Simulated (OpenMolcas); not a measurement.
# Ru3+: ligand-field states by method

Ru3+ with its 6 nearest bromide ions at 2.651 Å, on the Y site of Cs2NaYBr6 (a = 11.3047 Å, distance in the model lattice 2.765 Å). The rest of the host is ab initio model potentials to 7.6 Å, with orthogonalisation functions on the cations behind the ligands, and point charges beyond; the distance is set by hand and nothing relaxes. Ligand basis ANO-RCC-VDZP.

```
Program             : OpenMolcas 26.06
Basis               : ANO-RCC-VDZP [6s5p3d1f]
Scalar Hamiltonian  : DKH2, point nucleus
Active space        : 5 electrons in 5 orbitals (4d)
State averaging     : 2S+1 = 6 even, 1 root; 2S+1 = 4 even, 24 roots; 2S+1 = 2 even, 75 roots
Spin-orbit coupling : RASSI with atomic mean-field integrals over the reference wave functions
```

I. CASSCF
II. SS-CASPT2, IPEA 0.25 Eh, imaginary shift 0.1 Eh (closed shells correlated: 4p and the ligand valence shells)

Spin-free states (labels of O, the rotations of Oh) in cm-1, each column counted from its own energy of the first state listed:

| State | Degeneracy | I | II |
| --- | --- | --- | --- |
| 6A1 | 1 | 0 | 0 |
| 2S+1 = 4 | 3 | 8862 | -1810 |
| 2T2 | 3 | 9229 | -10430 |
| 2S+1 = 4 | 3 | 13593 | 1540 |
| 2S+1 = 2 | 3 | 18412 | 3210 |
| 2A2 | 1 | 19658 | 3750 |
| 2S+1 = 4 | 1 | 19944 | 12860 |
| 4E | 2 | 20679 | 12640 |
| 2S+1 = 2 | 3 | 21161 | 6070 |
| 2E | 2 | 22962 | 6920 |
| 2S+1 = 4 | 3 | 24802 | 16860 |
| 4E | 2 | 25776 | 17600 |
| 2S+1 = 2 | 3 | 26591 | 10270 |
| 2S+1 = 2 | 3 | 27773 | 10730 |
| 2A1 | 1 | 28473 | 15850 |
| 2E | 2 | 30778 | 17300 |
| 2S+1 = 4 | 1 | 31562 | 19750 |
| 2A1 | 1 | 31699 | 15520 |

II puts a state of multiplicity 2 lowest, 10000 cm-1 below that state.

From I to II, I's first state of another spin (2S+1 = 4) moves from 8862 to -1810 cm-1, by about -11000 cm-1. In II another state of that kind comes below it.

χT at 300 K: I 4.34, II 0.67 cm3 K/mol.

Roots that are degenerate in the reference are averaged as groups; the widest CASPT2 spread within a group is 620 cm-1 (the 3-fold group of multiplicity 2 near 51600 cm-1 above the lowest state of its run, II). Shifts and gaps below about the spread of the groups concerned are not significant. Over all roots computed the reference weight is 0.65 to 0.68 in II; a low but even weight reflects the number of correlated electrons. The least metal-like active orbital is 77 % on the metal (Löwdin) and no ligand orbital is active, so the numbers are rough. Ligand-to-metal charge-transfer states are missing. With no ligand orbital active B as a rule stays too high, so bands that hang on it stand too high and its fall with covalency is understated. Without dynamic correlation the repulsion within the d shell is too large (B by tens of per cent), so at a given field states of lower spin stand too high (holds for I). This shell can be high or low spin here, a state of another spin lies low, and with metal d orbitals alone active their balance is uncertain, so the ground spin may be wrong (holds for I). With metal d orbitals alone the field can be off either way by tens of per cent (holds for I). An orbital triplet at a regular site is open to Jahn-Teller coupling, which can distort the site and quench the lowest spin-orbit gaps and is left out (holds for II). This shell can be high or low spin here, a state of another spin lies low, and with metal d orbitals alone active their balance is uncertain, so the ground spin may be wrong, although the usual error favours high spin (holds for II). These CASPT2 states fit no ligand-field parameters well, so their order and spin gaps are uncertain (holds for II). With one d shell and no ligand orbital active, 10Dq can be off by a tenth or more (holds for II). No measured value stands beside these numbers; the geometry was set by hand and not optimised.

A state without a sure symmetry label is named by its multiplicity alone.
